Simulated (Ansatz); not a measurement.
Calculated with Ansatz (gas phase, PBE0-D4/def2-TZVP geometries, no zero-point term in ΔE). CBS: MP2 limit from def2 TZ/QZ plus the TZ coupled-cluster correction, frozen cores. This one scheme is used for every species. Each species was taken in one conformer, which may not be the lowest.

`[SiH3][BH][AlH][SiH3]` + HCl → `[SiH3]BCl` + `[AlH2][SiH3]`  (cleavage of the B–Al bond)

```json
{"species": "`[SiH3][BH][AlH][SiH3]`", "MP2/def2-QZVPP energy (Eh)": "-849.58145"}
{"species": "HCl", "MP2/def2-QZVPP energy (Eh)": "-460.33593"}
{"species": "`[SiH3]BCl`", "MP2/def2-QZVPP energy (Eh)": "-775.96386"}
{"species": "`[AlH2][SiH3]`", "MP2/def2-QZVPP energy (Eh)": "-533.99720"}
```

(1) Work out ΔE.

Largest T1 diagnostic among the species: 0.014.

## Answers

(1) ΔE = (-775.96386) + (-533.99720) − (-849.58145) − (-460.33593) = -0.04368 Eh = -1.19 eV. CCSD(T)/CBS gives -1.09 eV.
